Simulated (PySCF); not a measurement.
# Computed structure and properties of [Tl(H2O)3]3+

System: [Tl(H2O)3]3+ (singlet; a saddle point, relaxed within its symmetry); start: displaced along the imaginary mode (C3h). Method: PySCF 2.14.0, RKS PBE0, Tl def2-SVP with ECP60, O def2-SVP, H def2-SVP; non-relativistic Hamiltonian with scalar-relativistic core potentials where named; density fitting; no spin-orbit coupling.

Input of the relaxation:

```python
mol = gto.M(atom='''
Tl    -0.00000    -0.00000     0.00000
O      2.15483     0.03981    -0.00000
H      2.72163    -0.24998     0.81392
H      2.72163    -0.24998    -0.81392
O     -1.11189     1.84623     0.00000
H     -1.14433     2.48199     0.81392
H     -1.14433     2.48199    -0.81392
O     -1.04294    -1.88604    -0.00000
H     -1.57730    -2.23201     0.81392
H     -1.57730    -2.23201    -0.81392''',
    basis={'Tl': 'def2-SVP', 'O': 'def2-SVP', 'H': 'def2-SVP'},
    ecp={'Tl': 'def2-SVP'},
    charge=3, spin=0)
mf = dft.RKS(mol, xc='PBE0')
mf.grids.atom_grid = (50, 194)
mf = mf.density_fit()  # fitting sets: Tl def2-universal-JKFIT, O def2-universal-JKFIT, H def2-universal-JKFIT
mf.conv_tol = 1e-08; mf.max_cycle = 55
mf.kernel(dm0)  # dm0: converged density of the start geometry
# quasi-Newton relaxation in Cartesian coordinates to a largest gradient under 0.00045 Eh/bohr, steps kept in the point group
```

Run from Python with OMP_NUM_THREADS=2; the lines above give its settings. Where DIIS fails, smearing, a level shift and second-order steps follow.
It took 28 s on 2 threads of Intel(R) Xeon(R) Platinum 8488C (Sapphire Rapids), on a shared host, from the converged density of the start.

Course of the relaxation:

| step | energy above end (eV) | largest force component within the symmetry (eV/Å) |
| --- | --- | --- |
| 0 | 0.2293 | 2.353 |
| 1 | 0.0017 | 0.051 |
| 2 | 0.0007 | 0.030 |
| 3 | 0.0001 | 0.032 |
| 4 | 0.0000 | 0.011 |
| 5 | 0.0000 | 0.004 |

Relaxed geometry (C3h):

```xyz
10

Tl    0.0000    0.0000    0.0000
O     2.1652   -0.0317    0.0000
H     2.7075   -0.2201    0.8096
H     2.7075   -0.2201   -0.8096
O    -1.0552    1.8910    0.0000
H    -1.1631    2.4548    0.8096
H    -1.1631    2.4548   -0.8096
O    -1.1100   -1.8593    0.0000
H    -1.5443   -2.2347    0.8096
H    -1.5443   -2.2347   -0.8096
```

| contact | Å |
| --- | --- |
| Tl1–O2 (H2O) | 2.165 |
| Tl1–O5 (H2O) | 2.165 |
| Tl1–O8 (H2O) | 2.165 |

On the finer grid (75, 302):

| Quantity | Value |
| --- | --- |
| HOMO | -26.34 eV |
| LUMO | -21.44 eV |
| Dipole about the centre of mass | 0.00 D |
| Set of Mulliken populations of Tl1 outside the core potential | s 2.80, p 6.54, d 10.10 |
| D3(BJ) dispersion energy (not in the energies) | -0.122 eV |

| atom | Mulliken (e) | Löwdin (e) | spin (e) |
| --- | --- | --- | --- |
| Tl1 | 1.56 | 1.26 | 0.00 |
| O2 | -0.23 | 0.13 | 0.00 |
| H3 | 0.35 | 0.22 | 0.00 |
| H4 | 0.35 | 0.22 | 0.00 |
| O5 | -0.23 | 0.13 | 0.00 |
| H6 | 0.35 | 0.22 | 0.00 |
| H7 | 0.35 | 0.22 | 0.00 |
| O8 | -0.23 | 0.13 | 0.00 |
| H9 | 0.35 | 0.22 | 0.00 |
| H10 | 0.35 | 0.22 | 0.00 |

On the grid (50, 194), as all that follows. Harmonic modes: 3 unstable, so a saddle point once the symmetry is let go (counted below −25 cm⁻¹); lowest -170 cm⁻¹ (negative: unstable), highest 3572 cm⁻¹, zero-point energy 1.907 eV.

Taking off one H2O (charge 0, singlet; the rest: singlet) in vacuum, both parts rigid, costs 4.76 eV; the small basis without counterpoise inflates it. Parting with an electron moved from the ligand to the metal can be far cheaper, even downhill.

Rigid scan of H2O along the line from its metal:

(distance to O2 (Å), energy (eV)): (1.87, 0.892), (1.97, 0.333), (2.07, 0.070), (2.17, 0.000), (2.27, 0.051), (2.37, 0.175), (2.57, 0.515)

One start shape was tried, so this needn't be the lowest isomer.
